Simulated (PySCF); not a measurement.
Geometry:
```csv
atom,x (Å),y (Å),z (Å)
O1,3.360,-0.606,-1.265
C2,2.625,0.079,-0.609
C3,1.826,-0.410,0.579
C4,0.364,-0.103,0.397
C5,-0.230,1.006,1.010
C6,-1.572,1.309,0.787
C7,-2.339,0.507,-0.055
C8,-1.757,-0.599,-0.674
C9,-0.416,-0.899,-0.452
H10,2.464,1.162,-0.854
H11,2.213,0.107,1.474
H12,2.014,-1.488,0.695
H13,0.366,1.636,1.676
H14,-2.021,2.176,1.277
H15,-3.392,0.743,-0.230
H16,-2.352,-1.234,-1.336
H17,0.038,-1.765,-0.942
```

All values are calculated (PySCF 2.14): J couplings at B3LYP/pcJ-1 (without the spin–dipole term), σ from GIAO-PBE0/pcSseg-1, geometry: PBE0-D3(BJ)/def2-SVP. Relativity neglected, a single conformation, averaged over atoms made equivalent by symmetry, fast rotation or ring inversion, no solvent.

Question: List the cross peaks expected in HSQC, COSY and HMBC spectra.

Answer: 

HSQC (one-bond C–H):
```csv
δH,δC,"¹J(C,H) (Hz)"
9.38 (H10),200.5 (C2),179
7.54 (H14/H16),134.9 (C6/C8),167
7.44 (H15),133.3 (C7),168
7.38 (H13/H17),136.0 (C5/C9),165
3.37 (H11/H12),55.5 (C3),136
```

COSY cross peaks (|J| ≥ 2 Hz):
```csv
δH,δH,abs. J (Hz),bonds
9.38 (H10),3.37 (H11/H12),3.5,3
7.54 (H14/H16),7.44 (H15),8.3,3
7.54 (H14/H16),7.38 (H13/H17),8.5,3
```

HMBC (two and three bonds, |J| ≥ 2.5 Hz):
```csv
δH,δC [abs. J in Hz]
9.38 (H10),55.5 (C3) [28.7]
7.54 (H14/H16),"136.8 (C4) [8.2], 134.9 (C6/C8) [8.3]"
7.44 (H15),136.0 (C5/C9) [8.2]
7.38 (H13/H17),"136.0 (C5/C9) [6.8], 133.3 (C7) [7.9], 55.5 (C3) [4.6]"
3.37 (H11/H12),"200.5 (C2) [6.8], 136.8 (C4) [5.7], 136.0 (C5/C9) [6.3]"
```

Referencing at the same level of theory: ¹H and ¹³C vs TMS.

Short H···H contacts in this conformer between protons four or more bonds apart (candidates for NOE cross peaks, intensity ∝ r⁻⁶): H11···H13 2.41 Å.

Unscaled 3J(H,H) at this level run about 10 % above measured values. Shifts are as computed. Against solution values, carbons near 30 ppm lie about +2 ppm off and those near 130 ppm about +5 ppm. Of 1211 compounds with measured shifts, 218 miss one by over three times the rms of a fit or turn the order of signals round; such compounds aren't used in these exercises. Couplings across =CH–CH2 type bonds come from one rotamer and its mirror image, and can be 1–2 Hz further off.
